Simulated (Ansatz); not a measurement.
Another site gives an ion 0.66 eV lower (`C[SiH2-]`) at the level frozen-core CCSD(T)/aug-cc-pVTZ // B3LYP-D3(BJ)/def2-TZVPD (Ansatz, an electronic-structure program).

Method: frozen-core CCSD(T)/aug-cc-pVTZ // B3LYP-D3(BJ)/def2-TZVPD in Ansatz.

Ansatz 0.2 input:
```yaml
crystal:
  periodic: [false, false, false]
  atoms:
    - { symbol: C, position_ang: [1.140665, 0.124299, -0.210455] }
    - { symbol: Si, position_ang: [-0.614615, -0.068137, 0.006062] }
    - { symbol: H, position_ang: [1.589217, 1.089051, 0.033747] }
    - { symbol: H, position_ang: [1.789209, -0.713225, 0.053195] }
    - { symbol: H, position_ang: [-1.34991, -0.135061, 1.363318] }
    - { symbol: H, position_ang: [-1.409796, 1.045808, -0.635844] }
    - { symbol: H, position_ang: [-1.144772, -1.342735, -0.610025] }
basis:
  gaussian: { orbitals: aug-cc-pVTZ }
correlation:
  method: ccsd_t
total_charge: -1
```

Output:

```
Functional definition: HF
1164 factors; integrals over basis functions are off by at most 1.1e-3 eV
mean field evaluation 1: about -8969.2947 eV, gradient 2.1e1 eV
mean field evaluation 2: about -8969.3009 eV, gradient 2.1e1 eV
mean field evaluation 4: about -8970.8158 eV, gradient 3.0e0 eV
mean field evaluation 8: about -8970.8571 eV, gradient 2.1e-3 eV
mean field evaluation 16: about -8970.8468 eV, gradient 1.9e-1 eV
mean field -8970.85708755 eV, -329.6729173022 hartree, gradient 1.7e-6 eV, S^2 0.000000; 0 other end points of the search recorded, 0 dependent functions left out
6 core orbitals not correlated
reference -8970.85708755 eV, -329.6729173022 hartree; 7, 7 occupied and 198, 198 virtual orbitals, 1164 factors
second order -9.24247149 eV of doubles, -0.00000000 eV of singles
cycle   1  -9.77474301 eV  change   -5.3e-1 eV  update   7.3e-2
cycle   2  -10.05486075 eV  change   -2.8e-1 eV  update   2.3e-2
cycle   3  -10.10915216 eV  change   -5.4e-2 eV  update   1.1e-2
cycle   4  -10.10778496 eV  change    1.4e-3 eV  update   3.3e-3
cycle   5  -10.10630633 eV  change    1.5e-3 eV  update   1.8e-3
cycle   6  -10.10624708 eV  change    5.9e-5 eV  update   7.8e-4
cycle   7  -10.10621439 eV  change    3.3e-5 eV  update   4.0e-4
cycle   8  -10.10618974 eV  change    2.5e-5 eV  update   2.1e-4
cycle   9  -10.10622733 eV  change   -3.8e-5 eV  update   1.1e-4
cycle  10  -10.10623745 eV  change   -1.0e-5 eV  update   4.7e-5
cycle  11  -10.10621520 eV  change    2.2e-5 eV  update   2.5e-5
cycle  12  -10.10622146 eV  change   -6.3e-6 eV  update   1.4e-5
perturbative correction -0.41891067 eV, -0.0153946833 hartree
Total energy: -8981.38221968 eV, -330.0597087739 hartree
```

Cost: very roughly 70 core-seconds.
